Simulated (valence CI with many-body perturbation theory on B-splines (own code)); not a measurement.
E1 transitions of Hf23+

Calculated by valence CI with perturbative core correlation (CI+MBPT): three valence electrons over a frozen Dirac-Fock core [Kr] 4d10, a basis of 7 s, 7 p, 7 d, 7 f, 4 g, 2 h functions for each j, with the one-electron correlation potential Σ1 (screened to all orders), the two-electron term Σ2, the three-electron term Σ3, Breit, model QED; selected single and double excitations, second order for the rest, scaled by the run's own slope (own B-spline code, finite nucleus).

No measured levels were compared; by estimate terms of the open shell hold to a few per cent of their energy, and close levels can change places. Excitations out of the core, of the other parity, are not computed and may begin above about 152 eV (a cautious bound); beyond it only levels of the ground parity were kept, without lifetimes.

Lines 1 to 50 of 545 in falling wavelength, among levels below 152.35 eV, chosen from the strongest by gf and those to the six lowest levels. Wavelengths and rates use the calculated energies, so an error of 2000 cm⁻¹ moves a line at 454.0 Å by 0.91 % and its rate by three times that or more. Electric multipoles are in the length gauge, E1 and E2 with the static RPA response of the core. Weak lines are less certain than strong ones. Lines between different terms over intervals too small for the method are left out, as are lines whose strength nearly cancels.

Levels are named by their leading jj configuration (3d3/2^4 stands for four electrons in 3d with j = 3/2), which in mixed levels can hold well under half, so a name can repeat and another be missing. Letters in brackets count levels of one name in rising energy.

```
λ vac (Å)                           Upper                        Lower   A (s⁻¹)  log gf  Branch %
    454.0   (4f5/2 4f7/2 5p1/2) J=3/2 [a]           (4f7/2^2 5s) J=1/2  1.45e+07   -2.75       0.1
    399.8           (4f7/2^2 5p1/2) J=3/2           (4f7/2^2 5s) J=1/2  2.37e+07   -2.64       0.2
    392.3   (4f5/2 4f7/2 5p1/2) J=5/2 [a]           (4f7/2^2 5s) J=3/2  3.36e+07   -2.33       0.3
    391.7           (4f5/2^2 5p1/2) J=3/2       (4f5/2 4f7/2 5s) J=1/2  4.41e+07   -2.39       0.4
    382.5  (4f5/2 4f7/2 5p1/2) J=11/2 [a]  (4f5/2 4f7/2 5s) J=11/2 [b]  1.58e+07   -2.38       0.1
    381.8  (4f5/2 4f7/2 5p1/2) J=11/2 [a]      (4f5/2 4f7/2 5s) J=13/2  6.51e+06   -2.77       0.1
    370.3           (4f5/2^2 5p1/2) J=5/2   (4f5/2 4f7/2 5s) J=3/2 [a]  2.13e+07   -2.58       0.2
    360.3   (4f5/2 4f7/2 5p1/2) J=5/2 [a]   (4f5/2 4f7/2 5s) J=3/2 [b]  5.52e+07   -2.19       0.4
    360.0           (4f5/2^2 5p1/2) J=9/2   (4f5/2 4f7/2 5s) J=7/2 [b]  3.20e+07   -2.21       0.3
    358.5   (4f5/2 4f7/2 5p1/2) J=9/2 [a]           (4f7/2^2 5s) J=7/2  1.53e+07   -2.53       0.1
    354.3          (4f7/2^2 5p1/2) J=13/2      (4f5/2 4f7/2 5s) J=13/2  5.42e+07   -1.85       0.4
    353.7           (4f5/2^2 5p1/2) J=9/2   (4f5/2 4f7/2 5s) J=9/2 [b]  2.58e+07   -2.31       0.2
    352.2  (4f5/2 4f7/2 5p1/2) J=11/2 [a]           (4f7/2^2 5s) J=9/2  1.07e+07   -2.62       0.1
    351.1   (4f5/2 4f7/2 5p1/2) J=5/2 [b]           (4f7/2^2 5s) J=3/2  6.07e+07   -2.17       0.5
    348.9           (4f5/2^2 5p1/2) J=7/2   (4f5/2 4f7/2 5s) J=5/2 [a]  2.10e+07   -2.51       0.2
    348.9           (4f5/2^2 5p1/2) J=1/2           (4f7/2^2 5s) J=3/2  6.17e+07   -2.65       0.5
    348.6   (4f5/2 4f7/2 5p1/2) J=7/2 [a]   (4f5/2 4f7/2 5s) J=5/2 [b]  7.06e+07   -1.99       0.6
    348.2   (4f5/2 4f7/2 5p1/2) J=7/2 [a]           (4f7/2^2 5s) J=7/2  1.88e+07   -2.56       0.2
    348.2           (4f7/2^2 5p1/2) J=7/2           (4f7/2^2 5s) J=5/2  6.92e+07   -2.00       0.6
    347.3   (4f5/2 4f7/2 5p1/2) J=5/2 [a]   (4f5/2 4f7/2 5s) J=3/2 [a]  8.45e+07   -2.04       0.7
    344.9   (4f5/2 4f7/2 5p1/2) J=5/2 [a]           (4f7/2^2 5s) J=7/2  1.72e+08   -1.73       1.4
    343.6           (4f5/2^2 5p1/2) J=9/2   (4f5/2 4f7/2 5s) J=9/2 [a]  3.37e+08   -1.22       2.8
    343.4   (4f5/2 4f7/2 5p1/2) J=9/2 [b]           (4f7/2^2 5s) J=7/2  1.07e+08   -1.72       0.9
    343.3           (4f5/2^2 5p1/2) J=7/2   (4f5/2 4f7/2 5s) J=9/2 [b]  5.73e+07   -2.09       0.5
    341.3   (4f5/2 4f7/2 5p1/2) J=7/2 [a]           (4f7/2^2 5s) J=9/2  3.81e+07   -2.27       0.3
    341.1       (4f5/2 4f7/2 5p1/2) J=1/2           (4f7/2^2 5s) J=3/2  5.54e+08   -1.71       4.6
    340.1  (4f5/2 4f7/2 5p1/2) J=11/2 [a]          (4f7/2^2 5s) J=11/2  1.31e+08   -1.56       1.1
    339.1   (4f5/2 4f7/2 5p1/2) J=9/2 [a]          (4f7/2^2 5s) J=11/2  2.58e+08   -1.35       2.1
    338.9   (4f5/2 4f7/2 5p1/2) J=7/2 [b]           (4f7/2^2 5s) J=7/2  7.15e+07   -2.01       0.6
    337.0           (4f5/2^2 5p1/2) J=5/2   (4f5/2 4f7/2 5s) J=5/2 [a]  3.07e+08   -1.50       2.5
    336.7   (4f5/2 4f7/2 5p1/2) J=9/2 [b]           (4f7/2^2 5s) J=9/2  3.83e+07   -2.19       0.3
    336.5   (4f5/2 4f7/2 5p1/2) J=3/2 [a]       (4f5/2 4f7/2 5s) J=1/2  2.94e+08   -1.70       2.4
    334.0   (4f5/2 4f7/2 5p1/2) J=3/2 [b]           (4f7/2^2 5s) J=3/2  2.76e+07   -2.73       0.2
    333.8           (4f5/2^2 5p1/2) J=7/2   (4f5/2 4f7/2 5s) J=9/2 [a]  3.40e+08   -1.34       2.7
    332.5           (4f5/2^2 5p1/2) J=3/2   (4f5/2 4f7/2 5s) J=5/2 [a]  9.48e+08   -1.20       7.7
    332.4           (4f5/2^2 5p1/2) J=1/2       (4f5/2 4f7/2 5s) J=1/2  1.14e+09   -1.42       9.2
    331.8           (4f7/2^2 5p1/2) J=9/2  (4f5/2 4f7/2 5s) J=11/2 [b]  1.81e+07   -2.53       0.1
    330.6          (4f7/2^2 5p1/2) J=11/2           (4f7/2^2 5s) J=9/2  2.20e+07   -2.36       0.2
    329.7   (4f5/2 4f7/2 5p1/2) J=9/2 [a]   (4f5/2 4f7/2 5s) J=7/2 [b]  4.71e+08   -1.11       3.8
    329.2           (4f5/2^2 5p1/2) J=5/2   (4f5/2 4f7/2 5s) J=7/2 [a]  3.09e+07   -2.52       0.3
    328.7  (4f5/2 4f7/2 5p1/2) J=11/2 [a]          (4f7/2^2 5s) J=13/2  4.91e+07   -2.02       0.4
    327.7           (4f5/2^2 5p1/2) J=7/2           (4f5/2^2 5s) J=5/2  3.10e+07   -2.40       0.2
    325.5   (4f5/2 4f7/2 5p1/2) J=3/2 [b]           (4f7/2^2 5s) J=5/2  3.54e+07   -2.65       0.3
    325.4       (4f5/2 4f7/2 5p1/2) J=1/2       (4f5/2 4f7/2 5s) J=1/2  1.53e+09   -1.31      12.6
    325.3  (4f5/2 4f7/2 5p1/2) J=11/2 [a]   (4f5/2 4f7/2 5s) J=9/2 [b]  3.21e+08   -1.21       2.6
    325.2   (4f5/2 4f7/2 5p1/2) J=5/2 [b]   (4f5/2 4f7/2 5s) J=3/2 [b]  1.25e+08   -1.92       1.0
    324.4   (4f5/2 4f7/2 5p1/2) J=9/2 [a]   (4f5/2 4f7/2 5s) J=9/2 [b]  1.59e+07   -2.60       0.1
    321.9   (4f5/2 4f7/2 5p1/2) J=9/2 [a]   (4f5/2 4f7/2 5s) J=7/2 [a]  4.78e+07   -2.13       0.4
    321.0   (4f5/2 4f7/2 5p1/2) J=7/2 [a]   (4f5/2 4f7/2 5s) J=7/2 [b]  5.61e+07   -2.16       0.5
    320.7   (4f5/2 4f7/2 5p1/2) J=7/2 [a]   (4f5/2 4f7/2 5s) J=5/2 [a]  3.16e+09   -0.41      25.9
```
